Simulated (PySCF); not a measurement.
**C₆ coefficients of unlike pairs at UHF**

Calculated with PySCF 2.14 from the dipole response of each species, C₆(A,B) = (3/π) ∫ α_A(iu) α_B(iu) du, in atomic units, from isotropic polarisabilities. For ions this is the dispersion term alone; charge-induced terms of lower order in 1/R come first.

```
species           configuration                                                                 basis      relativity  α (bohr³)  C₆ (like pair)
   Ni²⁺           [Ar] 3d8 (3F)                                           aug-cc-pwCVTZ (10s9p7d4f3g)            none      2.572           7.070
    Ag⁺          [Kr] 4d10 (1S)  def2-TZVPPD with the def2 core potential (28 electrons) (6s4p3d2f1g)  core potential      6.861           32.77
   Sc²⁺           [Ar] 3d1 (2D)                                             aug-cc-pVDZ-DK (7s6p4d2f)   spin-free X2C      4.252           12.02
   Br²⁺  [Ar] 3d10 4s2 4p3 (4S)                             aug-cc-pVQZ-PP with ECP10MDF (7s6p5d3f2g)  core potential      8.393           40.13
```

**Question.** Estimate C₆ for Ag⁺ with Ni²⁺.

**Answer.** The integral gives 15.07. The combination rule 2 C_A C_B / (C_A α_B/α_A + C_B α_A/α_B) gives 14.88 and the geometric mean 15.22.

No spin-orbit coupling is included.

The other pairs:

```csv
pair,C₆
"Br²⁺, Sc²⁺",21.68
"Br²⁺, Ag⁺",35.25
"Sc²⁺, Ag⁺",19.74
"Sc²⁺, Ni²⁺",9.000
"Br²⁺, Ni²⁺",15.78
```
